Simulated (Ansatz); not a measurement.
Energy difference R1 → P1 + P2, each structure at its B3LYP-D3(BJ)/def2-TZVP stationary point, reached from a drawn start (curvature not checked).
P1: O2 (SMILES O=O), charge 0, multiplicity 3.
P2: OH (SMILES [OH]), charge 0, multiplicity 2.
R1: HO3 (SMILES [O]OO), charge 0, multiplicity 2.

P less R. No zero-point or thermal terms; open shells are unrestricted; no spin–orbit coupling.

Cores are frozen in the correlated methods.

Codes used: Ansatz (Gaussian orbitals). No computed number here is a measurement.

Total energies in hartree:

```json
[
 {"structure": "P1", "PBE/def2-TZVPP": "-150.248611", "r2SCAN/def2-TZVPP": "-150.324131", "CCSD(T)/cc-pVTZ": "-150.128950"},
 {"structure": "P2", "PBE/def2-TZVPP": "-75.683357", "r2SCAN/def2-TZVPP": "-75.730575", "CCSD(T)/cc-pVTZ": "-75.637695"},
 {"structure": "R1", "PBE/def2-TZVPP": "-225.959864", "r2SCAN/def2-TZVPP": "-226.064758", "CCSD(T)/cc-pVTZ": "-225.769016"}
]
```

Q: Work out the reaction energy at each level in kJ/mol (1 hartree = 2625.49964 kJ/mol), and say how far PBE/def2-TZVPP lies from CCSD(T)/cc-pVTZ.

A: 
- PBE/def2-TZVPP: (-150.248611) + (-75.683357) − (-225.959864) = 0.027896 hartree = 73.2 kJ/mol
- r2SCAN/def2-TZVPP: (-150.324131) + (-75.730575) − (-226.064758) = 0.010052 hartree = 26.4 kJ/mol
- CCSD(T)/cc-pVTZ: (-150.128950) + (-75.637695) − (-225.769016) = 0.002371 hartree = 6.2 kJ/mol
PBE/def2-TZVPP less CCSD(T)/cc-pVTZ: 67.0 kJ/mol. CCSD(T)/cc-pVTZ is the level counted from, the highest shown, and no exact or measured value.

Doubts at one or more of the structures used: a spin-contaminated determinant (CCSD(T)/cc-pVTZ).

Ansatz is a first-principles code.
